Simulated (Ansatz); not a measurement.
Ansatz results at the PBE0-D4/def2-TZVP geometry: LUMO energy (PBE/def2-TZVPP) -1.66 eV; LUMO energy (B3LYP/def2-TZVPP) -0.86 eV; HOMO–LUMO gap (PBE/def2-TZVPP) 5.37 eV.

Each molecule was computed in one conformer, which needn't be the lowest.

(1) Which molecule gave them?
A. `C=C[SiH2]O[SiH](F)F`
B. `O[SiH2]S[SiH2]Cl`
C. `C[SiH](F)N[SiH](O)O`
D. `CO[SiH2]N[SiH2]O`

Results:

(1) A. The others give `O[SiH2]S[SiH2]Cl`: -1.12, -0.43, 5.64; `CO[SiH2]N[SiH2]O`: -0.38, 0.26, 5.99; `C[SiH](F)N[SiH](O)O`: -0.24, 0.25, 6.45.

B3LYP here is the variant with VWN-RPA as its local correlation; programs differ in this.
